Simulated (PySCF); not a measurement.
GeI₂, SMILES [I][Ge][I] (connectivity only; charge and spin as stated), charge +1, multiplicity 2.

Coordinates come from a B3LYP-D3(BJ)/def2-SVP optimisation. The spin state was assumed, not searched. The isomer is the one that the SMILES or the coordinates give; other isomers of the formula were not compared. The def2 effective core potentials stand for the cores of I; spin–orbit coupling is left out.

Two levels are set side by side: PBE/def2-TZVPD (PySCF) and B3LYP/def2-TZVPD (PySCF). Same geometry, gas phase. Differences are taken from unrounded values.

```csv
quantity,PBE
α-spin orbital gap (eV),2.50
β-spin orbital gap (eV),0.84
mean polarisability (bohr³),103.9
```

Task: These are the PBE values. What does B3LYP give? (An estimate is asked for; the answer gives what the named calculation found.)

Result: 
```csv
quantity,B3LYP,PBE minus B3LYP
α-spin orbital gap (eV),3.79,-1.29
β-spin orbital gap (eV),2.05,-1.20
mean polarisability (bohr³),103.1,0.8
```

Rough cost on one machine, each run with all the roots and properties that it gave: B3LYP against PBE within a factor of 2.
